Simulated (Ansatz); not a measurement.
Vertical ionisation energy (eV) of eight silicon and germanium compounds: PBE beside CAM-B3LYP, computed with Ansatz (a quantum-chemistry and plane-wave program) for isolated molecules in the bases named; differences from unrounded values. The eight are the first of their class met in an unordered collection, after screening for sound electronic states; none was chosen by its value. Functionals give these values as differences of separate SCF runs (ΔSCF), EOM-CCSD as a root; each molecule has one DFT geometry for both levels.

```
molecule                                                        basis  CAM-B3LYP    PBE  difference
----------------------------------------------------------  ---------  ---------  -----  ----------
SiH2Cl2, SMILES Cl[SiH2]Cl                                  def2-SVPD      11.62  10.87       -0.75
CH3ClOSi, SMILES O=C[SiH2]Cl                                def2-SVPD      10.00   9.54       -0.45
CH3FO2Si, SMILES O=C(O)[SiH2]F                              def2-SVPD      10.87    [?]         [?]
CH4F2OSi, SMILES O[Si](F)(F)C                               def2-SVPD      12.79    [?]         [?]
Ge(F)3(OH) (F3GeHO), SMILES [OH][Ge]([F])([F])[F]           def2-SVPD      13.86  13.00       -0.86
dichloro(silyl)silane (Cl2H4Si2), SMILES [SiH3][SiH](Cl)Cl  def2-SVPD      10.46    [?]         [?]
C2H5FSi2, SMILES F[Si@H](C#C)[SiH3]                         def2-SVPD      10.24   9.71       -0.53
CH6GeOSi, SMILES [CH2]1[GeH2][SiH2]O1                       def2-SVPD       9.72   9.43       -0.29
```

Task: Some entries are withheld; supply them. (Estimate from the structure and the level; the computed values follow.)

Result: 
- CH4F2OSi, SMILES O[Si](F)(F)C, PBE: 11.87
- CH4F2OSi, SMILES O[Si](F)(F)C, difference: -0.92
- dichloro(silyl)silane (Cl2H4Si2), SMILES [SiH3][SiH](Cl)Cl, PBE: 9.88
- dichloro(silyl)silane (Cl2H4Si2), SMILES [SiH3][SiH](Cl)Cl, difference: -0.58
- CH3FO2Si, SMILES O=C(O)[SiH2]F, PBE: 10.41
- CH3FO2Si, SMILES O=C(O)[SiH2]F, difference: -0.46

PBE lies below CAM-B3LYP in 8 and above it in 0 of the eight; the mean signed difference is -0.60 and the largest -0.92 eV.
